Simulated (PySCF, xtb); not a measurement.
C₃H₄, SMILES C1CC=1.

GFN2-xTB (xtb) at its own geometry gives an orbital gap of 4.88 eV and a dipole moment of 0.48 D.

Geometry optimised at B3LYP-D3(BJ)/def2-TZVP.

Question: What does r2SCAN/def2-TZVPD (PySCF) give? (Estimate from the structure and the level; the computed values follow.)

Answer: gap 5.56 eV (levels -6.28 and -0.71 eV), dipole 0.50 D.
